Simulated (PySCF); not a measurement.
**Magnetic susceptibility: SMILES OS(CSC=C)(=O)=O, C$_{3}$H$_{6}$O$_{3}$S$_{2}$**

Cartesian coordinates in Å; atom numbers follow the order of the lines, from 1:
```xyz
14

C    -2.170    0.575   -0.121
C    -2.033   -0.736   -0.051
S    -0.589   -1.705   -0.295
C     0.669   -0.530   -0.795
S     1.375    0.171    0.715
O     2.043   -0.846    1.460
O     0.424    1.004    1.367
O     2.523    1.106    0.056
H    -3.135    1.021    0.046
H    -1.356    1.254   -0.296
H    -2.861   -1.394    0.165
H     1.464   -1.074   -1.294
H     0.267    0.265   -1.412
H     3.378    0.891    0.434
```

Method: PySCF 2.14.0, GIAO X3LYP/6-31++G** magnetisability, rotational g tensor and spin-rotation constants, non-relativistic, gas phase. Geometry: GFN2-xTB.

**Question.** How diamagnetic is it, and how anisotropic?

**Answer.** Isotropic -1302 × 10⁻³⁰ J/T², or -78.4 × 10⁻⁶ cm³/mol; principal values -1374, -1286, -1247 × 10⁻³⁰ J/T², anisotropy 113 × 10⁻³⁰ J/T² (root of half the summed squared differences of the principal values). The susceptibility is in cgs units.

**Question.** Split it along the inertial axes a, b, c into diamagnetic and paramagnetic parts about the centre of mass, with the quadrupole moment.

**Answer.** 
| axis | χ (10⁻⁶ cm³/mol) | diamagnetic (10⁻⁶ cm³/mol) | paramagnetic (10⁻⁶ cm³/mol) | summed x² of all electrons (Å²) | quadrupole Θ (D Å) |
| --- | --- | --- | --- | --- | --- |
| a | -78.6 | -551.2 | 472.6 | 232.2 | +12.24 |
| b | -76.9 | -1177.7 | 1100.7 | 84.5 | -6.74 |
| c | -79.7 | -1343.8 | 1264.0 | 45.4 | -5.50 |

Anisotropies 2χaa − χbb − χcc = -0.5 and 2χbb − χaa − χcc = +4.4 × 10⁻⁶ cm³/mol. Θ is traceless in Buckingham's convention.

**Question.** And the rotational g tensor?

**Answer.** 
| axis | rotational constant (GHz) | g | nuclear part | electronic part |
| --- | --- | --- | --- | --- |
| a | 2.6871 | -0.0454 | 0.5513 | -0.5967 |
| b | 1.0787 | -0.0134 | 0.5444 | -0.5578 |
| c | 0.9329 | -0.0107 | 0.5433 | -0.5540 |

Asymmetric top; isotopes 12C, 1H, 16O, 32S; no vibrational averaging.
